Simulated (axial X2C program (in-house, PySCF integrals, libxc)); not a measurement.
## Spin–orbit effects down a group: molecules with I, HF

Calculated with an axial X2C code built on PySCF integrals, spin-free (one-electron X2C) or two-component (2c: spin–orbit coupling with atomic mean-field Coulomb and Gaunt terms, which also bring small scalar terms), in Dyall basis sets with cores contracted in-house; open shells are unrestricted.

Basis sets: Be dyall-cv3z, Ca dyall-cv3z, I dyall-cv3z, Mg dyall-cv3z.

```json
{"molecule": "BeI", "spin-free state": "M_S = 1/2, Λ = 0", "Re (Å)": "2.201", "ωe (cm⁻¹)": "611.9", "De (eV)": "2.35", "2c state": "Ω = 1/2", "Re 2c (Å)": "2.204", "ωe 2c (cm⁻¹)": "608.3", "De 2c (eV)": "2.05"}
{"molecule": "MgI", "spin-free state": "M_S = 1/2, Λ = 0", "Re (Å)": "2.601", "ωe (cm⁻¹)": "314.9", "De (eV)": "1.96", "2c state": "Ω = 1/2", "Re 2c (Å)": "2.604", "ωe 2c (cm⁻¹)": "313.0", "De 2c (eV)": "1.66"}
{"molecule": "CaI", "spin-free state": "M_S = 1/2, Λ = 0", "Re (Å)": "2.912", "ωe (cm⁻¹)": "228.2", "De (eV)": "2.76", "2c state": "Ω = 1/2", "Re 2c (Å)": "2.915", "ωe 2c (cm⁻¹)": "227.3", "De 2c (eV)": "2.46"}
```

Each entry is the lowest single determinant of a limited PBE0 search at one distance. De goes to single-determinant-based atoms at the same level (for ions the charge split of lowest energy) and is withheld (n/a) where an atom does not fit its ground term or J level. Main or longest-lived isotopes.
